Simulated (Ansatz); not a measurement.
Gas-phase electronic energies from Ansatz, PBE0-D4/def2-TZVP geometries. CBS: MP2 limit from def2 TZ/QZ plus the TZ coupled-cluster correction, frozen cores. This one scheme is used for every species. Functionals use def2-TZVPP. One conformer a species, not always the lowest.

Reaction (β-hydride elimination): `CN[SiH2]OC` → `CN[SiH3]` + `C=O`

```csv
level,ΔE (kcal/mol),difference from CCSD(T)/CBS
PBE-D4,50.1,-2.2
r2SCAN-D4,53.2,0.9
PBE0-D4,53.5,1.2
ωB97X-V,52.5,0.2
ωB97M-V,52.4,0.1
PBE,48.1,-4.2
r2SCAN,52.6,0.3
HF/def2-TZVPP,46.6,-5.7
MP2/def2-TZVPP,53.0,0.7
CCSD/def2-TZVPP,50.7,-1.6
CCSD(T)/def2-TZVPP,50.6,-1.7
MP2/def2-QZVPP,54.0,1.7
SCS-MP2/def2-QZVPP,51.0,-1.3
HF/CBS(def2),46.8,-5.5
MP2/CBS(def2),54.7,2.4
CCSD/CBS(def2),52.4,0.1
CCSD(T)/CBS,52.3,0
```

Largest T1 diagnostic among the species: 0.015.

In def2-TZVPP, CCSD(T) changes the Hartree–Fock value by +4.0 kcal/mol (the triples alone add −0.1 kcal/mol) and MP2 by +6.4 kcal/mol. From PBE to PBE0 (25 % exact exchange), in def2-TZVPP and without D4, ΔE moves by +3.6 kcal/mol.
